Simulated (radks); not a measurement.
Ionisation of the chromium ion Cr3+, [Ar] 3d3, to [Ar] 3d2 as the strength of local exchange is varied. Method: scalar-relativistic Kohn-Sham, Slater X-alpha exchange (alpha = 2/3 is LDA exchange), no correlation, spin-unpolarised, spherical densities, finite nucleus; Fermi nuclear charge, rms radius 3.6452 fm; computed with a radial shooting solver on a logarithmic mesh with Libxc functionals.

alpha  E(Cr3+) (hartree)  exchange (hartree)  IE (eV)  -e of the level emptied (eV)  <r> of it (bohr)
0.644        -1043.14334           -41.99849   46.345                   37.220 (3d)             1.120
0.658        -1044.05721           -42.94466   46.690                   37.535 (3d)             1.116
0.667        -1044.64508           -43.55364   46.912                   37.738 (3d)             1.114
0.675        -1045.16787           -44.09545   47.110                   37.919 (3d)             1.111
0.766        -1051.13082           -50.29054   49.403                   40.021 (3d)             1.086
0.795        -1053.03736           -52.27717   50.147                   40.706 (3d)             1.079
0.824        -1054.94691           -54.26976   50.899                   41.398 (3d)             1.071
0.953        -1063.47763           -63.20552   54.320                   44.564 (3d)             1.040

NIST Atomic Spectra Database: 49.16 eV (semi-empirical). The Delta-SCF value meets it near alpha = 0.76. Spin polarisation and multiplet splitting are left out, so open shells lie too high by an amount that depends on their filling.

Beside tabulated values, note that spin-unpolarised runs miss the spin-polarisation part of the exchange energy of open shells.
